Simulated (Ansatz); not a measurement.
Consider the ligand exchange at a Ge–C bond: `C#[C][GeH2][NH2]` + `FCS` → `[NH2][GeH2][S]CF` + acetylene.

Isolated molecules relaxed with PBE0-D4/def2-TZVP in Ansatz; ΔE leaves out vibrations. CCSD(T)/CBS adds triple-zeta CCSD(T) − MP2 to the extrapolated MP2 energy (def2 sets, frozen cores). This one scheme is used for every species. DFT in def2-TZVPP. B3LYP here is the variant with VWN-RPA as its local correlation; programs differ in this. For Ge outer-core shells are correlated without core-valence functions, which leaves a few kJ/mol of doubt a bond. Scalar relativity is left out up to krypton. Each species was taken in one conformer, which may not be the lowest.

(1) Is it downhill or uphill in electronic energy at CCSD(T)/CBS, and by how much? (An estimate is asked.)

(2) What do these levels give: PBE-D4, r2SCAN-D4, PBE0-D4, ωB97M-V, B3LYP, HF/def2-TZVPP, SCS-MP2/def2-TZVPP, CCSD/def2-TZVPP, CCSD(T)/def2-TZVPP, HF/def2-QZVPP, SCS-MP2/def2-QZVPP, MP2/CBS(def2)? (Best estimate.)

Largest T1 diagnostic among the species: 0.013.

Answers

(1) Computed: Downhill: ΔE = -8.6 kcal/mol.

(2) Computed: PBE-D4 -10.0, r2SCAN-D4 -9.5, PBE0-D4 -9.4, ωB97M-V -8.9, B3LYP -7.9, HF/def2-TZVPP -6.0, SCS-MP2/def2-TZVPP -6.9, CCSD/def2-TZVPP -6.9, CCSD(T)/def2-TZVPP -7.3, HF/def2-QZVPP -5.9, SCS-MP2/def2-QZVPP -7.5, MP2/CBS(def2) -9.0 kcal/mol.

In def2-TZVPP, CCSD(T) changes the Hartree–Fock value by −1.3 kcal/mol (the triples alone add −0.4 kcal/mol) and MP2 by −1.7 kcal/mol. The D4 term adds −1.6 kcal/mol with B3LYP and −0.9 kcal/mol with PBE0; it sums over pairs of atoms, weighted by their polarisabilities, and B3LYP, whose exchange is more repulsive, gets the larger term.
